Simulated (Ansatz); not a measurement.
Computed with Ansatz on PBE0-D4/def2-TZVP structures; ΔE is electronic, products minus reactants. CCSD(T)/CBS is the MP2 limit (def2-TZVPP, def2-QZVPP) plus CCSD(T) − MP2 in def2-TZVPP, frozen cores. This one scheme is used for every species. Each species was taken in one conformer, which may not be the lowest.

Reaction (silylene formation by 1,1-elimination): `O[SiH2]P[SiH3]` → `O[SiH]` + `[SiH3]P`

```
         species  HF/def2-QZVPP energy (Eh)
`O[SiH2]P[SiH3]`                 -997.69861
        `O[SiH]`                 -365.00710
       `[SiH3]P`                 -632.61731
```

(1) Work out ΔE.

Largest T1 diagnostic among the species: 0.016.

Answers

(1) ΔE = (-365.00710) + (-632.61731) − (-997.69861) = 0.07420 Eh = +194.8 kJ/mol. CCSD(T)/CBS gives +215.4 kJ/mol.

From PBE to PBE0 (25 % exact exchange), in def2-TZVPP and without D4, ΔE moves by +14.0 kJ/mol. In def2-TZVPP, CCSD(T) changes the Hartree–Fock value by +11.9 kJ/mol (the triples alone add +4.0 kJ/mol) and MP2 by +31.3 kJ/mol.
